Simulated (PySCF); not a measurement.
Hf(OH)₃ → HfO(OH) + H₂O

Level: PBE0 in the def2-TZVP basis family, computed in PySCF with density fitting; scalar-relativistic core potentials for atoms from Rb on, none lighter, no spin–orbit coupling; open shells unrestricted.

| species | state and structure | E (Eh) | ZPE (kJ/mol) | H(298 K) − H(0) (kJ/mol) | S° (J/(mol K)) |
| --- | --- | --- | --- | --- | --- |
| Hf(OH)₃ | doublet, C3h, Hf–O 1.925 Å (×3), O–H 0.951 Å (×3); H–O–Hf 170.1° (×3), O–Hf–O 120.0° (×3) | -275.50979 | 96.3 | 23.8 | 371.3 |
| HfO(OH) | doublet, Cs, Hf–O 1.748 Å, Hf–O 1.933 Å, O–H 0.958 Å; H–O–Hf 131.4°, O–Hf–O 109.3° | -199.02272 | 40.4 | 13.0 | 298.4 |
| H₂O | singlet, C2v, O–H 0.960 Å (×2); H–O–H 105.1° | -76.37736 | 56.5 | 9.9 | 188.7 |

(1) What is the electronic reaction energy?

(2) Add zero-point, thermal and entropy terms for 298.15 K and 1 bar.

## Answers

(1) At PBE0/def2-TZVP, ΔE = 288.0 kJ/mol from the differences of the total energies times 2625.5, uphill. 

(2) ΔZPE = 0.6 and Δ[H(298) − H(0)] = -0.9 kJ/mol give ΔH° = 287.7 kJ/mol. ΔS° = 115.8 J/(mol K), so ΔG° = 287.7 − 298.15 × (0.1158) = 253 kJ/mol. ΔG° would change sign near 2480 K if ΔH° and ΔS° stayed fixed.

Spin–orbit coupling can matter for Hf(OH)₃, HfO(OH) and is left out. Open d or f shells are single determinants, so the state found may not be the ground state. The structures come from searches over a few start shapes, so lower isomers are not excluded.
